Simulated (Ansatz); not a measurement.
SbF₃⁺. The state is a doublet with charge 1. Geometry B3LYP-D4/def2-TZVP, that of the neutral singlet; atoms count from 1.

```xyz
4

Sb   -0.3857    0.4796    0.4257
F     1.3753   -0.0713    0.8876
F     0.0330    0.8696   -1.3882
F    -1.0225   -1.2780    0.0749
```

In the def2 sets Sb takes a core potential; there is no spin–orbit coupling.

(1) Estimate the Mulliken populations from the PBE0/def2-TZVP orbitals of Ansatz.

(2) Where does the spin sit?

(3) And the Mayer bond orders between bonded heavy atoms (over 0.3)?

Answers

(1) 
```tsv
atom	charge (e)	spin (α − β)
Sb1	1.74	0.42
F2	-0.25	0.19
F3	-0.25	0.19
F4	-0.25	0.19
```
Mulliken values and Mayer orders depend strongly on the basis.

(2) Summed by element: Sb 0.42, F 0.58, of 1 unpaired in all. Largest on single atoms: Sb1 0.42, F3 0.19, F4 0.19.

(3) Sb1–F2 1.03 (1.90 Å); Sb1–F3 1.03 (1.90 Å); Sb1–F4 1.03 (1.90 Å).
